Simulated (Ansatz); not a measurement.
Job for Ansatz (a quantum-chemistry and plane-wave program): R-B3LYP/def2-TZVPPD on HF (SMILES F) with ghost functions. Files ending in .json are basis or fitting sets from the Basis Set Exchange.

Ansatz 0.2 input:
```yaml
crystal:
  periodic: [false, false, false]
  atoms:
    - {symbol: F, position_ang: [-0.17405263, -0.13736342, -0.71344463]}
    - {symbol: H, position_ang: [-0.13006389, -0.46683909, 0.15395053]}
basis:
  gaussian:
    orbitals: def2-TZVPPD.json
    ghost_atoms:
      - {symbol: O, position_ang: [-0.03105755, -0.72763726, 2.05616608]}
      - {symbol: C, position_ang: [0.02239220, -0.04712185, 2.99814735]}
      - {symbol: O, position_ang: [0.07566359, 0.62004825, 3.93923188]}
hamiltonian:
  xc: {name: B3LYP}
scf: {lower_state_search: off}
```

The head of its log:

```
WARN ansatz: RAYON_NUM_THREADS=1 ignored (pool sized by the plan → 1); use --threads N
Functional definition: B3LYP
these checks for a lower state are left out or cut short: stability, starts, cluster_reference, orbital_swaps, neighbouring_geometries, increment
integrals: 0.06 GiB planned
776 factors; their error is unknown
mean field: 0.55 GiB planned
mean field evaluation 1: about -2733.0349 eV, gradient 3.4e1 eV
mean field evaluation 2: about -2730.1574 eV, gradient 5.8e1 eV
```

Problem. Give the final energy of this run.

Solution. -100.4952 hartree.
